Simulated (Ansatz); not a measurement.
Consider the ligand exchange at the Al–S bond: `[SH][Al]([Br])[Br]` + HBr → `[Br][Al]([Br])[Br]` + H₂S.

Calculated with Ansatz (gas phase, PBE0-D4/def2-TZVP geometries, no zero-point term in ΔE). CCSD(T)/CBS is the MP2 limit (def2-TZVPP, def2-QZVPP) plus CCSD(T) − MP2 in def2-TZVPP, frozen cores. This one scheme is used for every species. Functionals use def2-TZVPP. B3LYP here is the variant with VWN-RPA as its local correlation; programs differ in this. For Br outer-core shells are correlated without core-valence functions, which leaves a few kJ/mol of doubt a bond. Scalar relativity is left out up to krypton. Each species was taken in one conformer, which may not be the lowest.

`[SH][Al]([Br])[Br]`:

```xyz
5

S    -1.094   -1.056    0.867
Al    0.439   -0.015   -0.242
Br    2.215   -1.168   -0.957
Br    0.266    2.175   -0.676
H    -1.825    0.065    1.008
```

HBr:

Cartesian coordinates in Å:
```
Br -0.409 -0.579 -0.045
H 0.409 0.579 0.045
```

`[Br][Al]([Br])[Br]`:

Z-matrix (Å, degrees):
```
Al
Br 1 2.229
Br 1 2.229 2 120.0
Br 1 2.229 2 120.0 3 180.0
```

H₂S:

Cartesian coordinates in Å:
```
S -0.056 -0.210 0.580
H -0.679 0.744 -0.127
H 0.736 -0.534 -0.453
```

(1) Is it downhill or uphill in electronic energy at CCSD(T)/CBS, and by how much? (Estimate.)

(2) What do these levels give: B2PLYP, PBE, B3LYP, HF/def2-SVP, HF/def2-TZVPP, CCSD(T)/def2-TZVPP? (An estimate is asked.)

Largest T1 diagnostic among the species: 0.009.

Results:

(1) The calculation gave: Downhill: ΔE = -43.0 kJ/mol.

(2) Ansatz gave: B2PLYP -41.8, PBE -36.2, B3LYP -41.3, HF/def2-SVP -49.8, HF/def2-TZVPP -51.1, CCSD(T)/def2-TZVPP -40.6 kJ/mol.

In def2-TZVPP, CCSD(T) changes the Hartree–Fock value by +10.5 kJ/mol (the triples alone add +1.9 kJ/mol) and MP2 by +9.0 kJ/mol. Leaving LDA and LC-ωPBE aside and taking each functional with its dispersion term where it has one, the values, not all of them listed here, spread over 9.7 kJ/mol, from BHLYP-D4 to revPBE-D4. From BLYP to BHLYP (50 % exact exchange), in def2-TZVPP and without D4, ΔE moves by −6.1 kJ/mol.
